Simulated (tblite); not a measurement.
Start geometry of `c1ccc([O])cc1C#C` [radical] from a force field or distance geometry (Å):
```
atom  x, y, z in Å
C1     3.3034   -0.6502    0.1144
C2     2.1151   -0.3977    0.0596
C3     0.7271   -0.1173    0.0191
C4     0.2821    1.1650   -0.3545
C5    -1.0822    1.4167   -0.3849
C6    -2.0029    0.4051   -0.0793
C7    -1.6129   -0.8934    0.2913
O8    -2.4524   -1.8029    0.5838
C9    -0.2153   -1.1139    0.3284
H10    4.3284   -0.8770    0.1638
H11    0.9903    1.9373   -0.5913
H12   -1.4502    2.3971   -0.6693
H13   -3.0680    0.6338   -0.1096
H14    0.1369   -2.1031    0.6063
```

**Question.** What comes out of this run: tblite 0.8.0, GFN2-xTB geometry optimisation, gas phase?

**Answer.** 
```
atom  x, y, z in Å
C1     3.2923   -0.6262    0.1073
C2     2.1118   -0.4123    0.0720
C3     0.7182   -0.1525    0.0271
C4     0.2699    1.1319   -0.3383
C5    -1.0953    1.4122   -0.3889
C6    -2.0190    0.4503   -0.0867
C7    -1.6142   -0.8927    0.2960
O8    -2.4403   -1.7718    0.5706
C9    -0.1879   -1.1404    0.3355
H10    4.3233   -0.8193    0.1398
H11    0.9957    1.8944   -0.5794
H12   -1.4181    2.4042   -0.6715
H13   -3.0789    0.6516   -0.1211
H14    0.1418   -2.1299    0.6155
```

The energy falls by 0.149 eV over 28 L-BFGS steps, the largest force on an atom goes from 2.48 to 0.008 eV/Å, and the atoms move by 0.036 Å rms after alignment. The bond that changes most is C6–C7 (ends: carbon bonded to 2 C and H; carbon bonded to 2 C and O), which lengthens by 0.048 Å. Bonds longer at the end by more than 0.005 Å: 4 of 14; shorter: 6. Among the angles that change most is C5–C6–H13, from 119.0° to 121.7°. Rotational constants go from 3508, 1227, 909.0 to 3550, 1232, 914.7 MHz. The orientation of the end geometry is arbitrary; only internal coordinates are fixed.

The run took 0.16 s of wall time on one thread, Arm Neoverse V1 (aarch64), shared host.

Its GFN2-xTB frequencies are all real (lowest 119 cm⁻¹).

All values are computed, not measured.
